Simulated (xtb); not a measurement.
A run for xtb: GFN2-xTB on BSb, 2S+1 = 3, a spin state set in the input, which need not be the lowest, a point of a bond scan (R = 2.246 Å).

```
$ xtb mol.xyz --gfn 2 --sp --chrg 0 --uhf 2
2

B      0.00000000     0.00000000     0.00000000
Sb     0.00000000     0.00000000     2.24580500
```

Output:

```
[...]
           -------------------------------------------------
          |                Calculation Setup                |
           -------------------------------------------------



           -------------------------------------------------
          |                 G F N 2 - x T B                 |
           -------------------------------------------------

        Reference                      10.1021/acs.jctc.8b01176
      * Hamiltonian:
        H0-scaling (s, p, d)           1.850000    2.230000    2.230000
        zeta-weighting                 0.500000
      * Dispersion:
        s8                             2.700000
        a1                             0.520000
        a2                             5.000000
        s9                             5.000000
      * Repulsion:
        kExp                           1.500000    1.000000
        rExp                           1.000000
      * Coulomb:
        alpha                          2.000000
        third order                    shell-resolved
        anisotropic                    true
        a3                             3.000000
        a5                             4.000000
        cn-shift                       1.200000
        cn-exp                         4.000000
        max-rad                        5.000000


          ...................................................
          :                      SETUP                      :
          :.................................................:
          :  # basis functions                  14          :
          :  # atomic orbitals                  13          :
          :  # shells                            5          :
          :  # electrons                         8          :
          :  max. iterations                   250          :
          :  Hamiltonian                  GFN2-xTB          :
          :  restarted?                      false          :
          :  GBSA solvation                  false          :
          :  PC potential                    false          :
          :  electronic temp.          300.0000000     K    :
          :  accuracy                    1.0000000          :
          :  -> integral cutoff          0.2500000E+02      :
          :  -> integral neglect         0.1000000E-07      :
          :  -> SCF convergence          0.1000000E-05 Eh   :
          :  -> wf. convergence          0.1000000E-03 e    :
          :  Broyden damping             0.4000000          :
          :  net charge                          0          :
          :  unpaired electrons                  2          :
          ...................................................

 iter      E             dE          RMSdq      gap      omega  full diag
   1     -2.7471558 -0.274716E+01  0.277E+01    1.66       0.0  T
   2      0.6179972  0.336515E+01  0.352E+01    4.44       1.0  T
   3     -2.3707172 -0.298871E+01  0.284E+01    1.76       1.0  T
   4     -2.5406593 -0.169942E+00  0.170E+01    2.03       1.0  T
   5     -3.2254744 -0.684815E+00  0.856E+00    1.87       1.0  T
   6     -3.2345231 -0.904871E-02  0.994E+00    1.86       1.0  T
   7     -3.2323464  0.217667E-02  0.961E+00    1.87       1.0  T
   8     -3.2423089 -0.996246E-02  0.111E+01    1.85       1.0  T
   9     -3.2463522 -0.404331E-02  0.139E+01    1.79       1.0  T
  10     -3.2398060  0.654616E-02  0.147E+01    1.76       1.0  T
  11     -3.2373227  0.248334E-02  0.139E+01    1.76       1.0  T
  12     -3.2409343 -0.361157E-02  0.107E+01    1.77       1.0  T
  13     -3.2422559 -0.132163E-02  0.863E+00    1.77       1.0  T
  14     -3.2470104 -0.475453E-02  0.339E+00    1.80       1.0  T
  15     -3.2479203 -0.909864E-03  0.132E+00    1.82       1.0  T
  16     -3.2481372 -0.216886E-03  0.576E-01    1.82       1.0  T
  17     -3.2481928 -0.555950E-04  0.181E-01    1.83       1.0  T
  18     -3.2481984 -0.562309E-05  0.578E-02    1.83       1.2  T
  19     -3.2481977  0.638880E-06  0.681E-02    1.83       1.0  T
  20     -3.2481988 -0.108162E-05  0.217E-02    1.83       3.3  T
  21     -3.2481990 -0.160033E-06  0.463E-03    1.83      15.3  T
  22     -3.2481990 -0.739178E-08  0.216E-03    1.83      32.8  T
  23     -3.2481990 -0.366339E-09  0.898E-04    1.83      78.8  T
  24     -3.2481990 -0.515703E-10  0.275E-05    1.83    2575.0  T

   *** convergence criteria satisfied after 24 iterations ***

         #    Occupation            Energy/Eh            Energy/eV
      -------------------------------------------------------------
         1        2.0000           -0.6718224             -18.2812
         2        2.0000           -0.3399380              -9.2502
         3        1.7751           -0.2823641              -7.6835
         4        1.1124           -0.2792255              -7.5981
         5        1.1124           -0.2792255              -7.5981 (HOMO)
         6                         -0.2119750              -5.7681 (LUMO)
         7                         -0.2119750              -5.7681
         8                         -0.0580831              -1.5805
         9                          0.0480720               1.3081
        10                          0.0480720               1.3081
       ...                                ...                  ...
        13                          0.4241624              11.5420
      -------------------------------------------------------------
                  HL-Gap            0.0672505 Eh            1.8300 eV
             Fermi-level           -0.2631487 Eh           -7.1606 eV

 transition dipole moment (au) for excitation:           4           5
     X       Y       Z
  -0.0000  -0.0000   0.0000  total (au/Debye):    0.000   0.000
 dE (eV)             :    0.000
 oscillator strength :  0.14248E-42

 SCC (total)                   0 d,  0 h,  0 min,  0.004 sec
 SCC setup                      ...        0 min,  0.000 sec (  2.806%)
 Dispersion                     ...        0 min,  0.000 sec (  0.710%)
 classical contributions        ...        0 min,  0.000 sec (  0.507%)
 integral evaluation            ...        0 min,  0.000 sec (  9.906%)
 iterations                     ...        0 min,  0.002 sec ( 62.771%)
 molecular gradient             ...        0 min,  0.000 sec (  8.929%)
 printout                       ...        0 min,  0.001 sec ( 13.949%)

         :::::::::::::::::::::::::::::::::::::::::::::::::::::
         ::                     SUMMARY                     ::
         :::::::::::::::::::::::::::::::::::::::::::::::::::::
         :: total energy              -3.245688527312 Eh    ::
         :: gradient norm              0.052606475488 Eh/a0 ::
         :: HOMO-LUMO gap              1.829978692699 eV    ::
         ::.................................................::
         :: SCC energy                -3.248198997948 Eh    ::
         :: -> isotropic ES            0.001462188182 Eh    ::
         :: -> anisotropic ES         -0.000738738435 Eh    ::
         :: -> anisotropic XC         -0.010452688047 Eh    ::
         :: -> dispersion             -0.000874011905 Eh    ::
         :: repulsion energy           0.002510470636 Eh    ::
         :: add. restraining           0.000000000000 Eh    ::
         :: total charge              -0.000000000016 e     ::
         :::::::::::::::::::::::::::::::::::::::::::::::::::::

           -------------------------------------------------
          |                Property Printout                |
           -------------------------------------------------

    * Orbital Energies and Occupations

         #    Occupation            Energy/Eh            Energy/eV
      -------------------------------------------------------------
         1        2.0000           -0.6718224             -18.2812
Note: The following floating-point exceptions are signalling: IEEE_DENORMAL
normal termination of xtb
         2        2.0000           -0.3399380              -9.2502
         3        1.7751           -0.2823641              -7.6835
         4        1.1124           -0.2792255              -7.5981
         5        1.1124           -0.2792255              -7.5981 (HOMO)
         6                         -0.2119750              -5.7681 (LUMO)
         7                         -0.2119750              -5.7681
         8                         -0.0580831              -1.5805
         9                          0.0480720               1.3081
        10                          0.0480720               1.3081
        11                          0.0820304               2.2322
        12                          0.0820304               2.2322
        13                          0.4241624              11.5420
      -------------------------------------------------------------
                  HL-Gap            0.0672505 Eh            1.8300 eV
             Fermi-level           -0.2631487 Eh           -7.1606 eV

     #   Z          covCN         q      C6AA      α(0)
     1   5 B        0.945     0.019    65.880    17.074
     2  51 Sb       0.945    -0.019   457.520    42.639

 Mol. C6AA /au·bohr⁶  :        869.778378
 Mol. C8AA /au·bohr⁸  :      74373.185490
 Mol. α(0) /au        :         59.713814


Wiberg/Mayer (AO) data.
largest (>0.10) Wiberg bond orders for each atom

 ---------------------------------------------------------------------------
     #   Z sym  total        # sym  WBO       # sym  WBO       # sym  WBO
 ---------------------------------------------------------------------------
     1   5 B    1.857 --     2 Sb   1.857
     2  51 Sb   1.857 --     1 B    1.857
 ---------------------------------------------------------------------------

Topologies differ in total number of bonds
Writing topology from bond orders to xtbtopo.mol

molecular dipole:
                 x           y           z       tot (Debye)
 q only:        0.000       0.000      -0.080
   full:       -0.000       0.000       0.967       2.457
molecular quadrupole (traceless):
                xx          xy          yy          xz          yz          zz
 q only:        0.169       0.000       0.169       0.000       0.000      -0.339
  q+dip:       -2.187       0.000      -2.187       0.000      -0.000       4.374
   full:        0.979      -0.000       0.979      -0.000      -0.000      -1.958


           -------------------------------------------------
          | TOTAL ENERGY               -3.245688527312 Eh   |
          | GRADIENT NORM               0.052606475488 Eh/α |
          | HOMO-LUMO GAP               1.829978692699 eV   |
           -------------------------------------------------

------------------------------------------------------------------------
------------------------------------------------------------------------
 total:
 SCF:
```

The run finished.

Cost: very roughly 0.06 core-seconds.
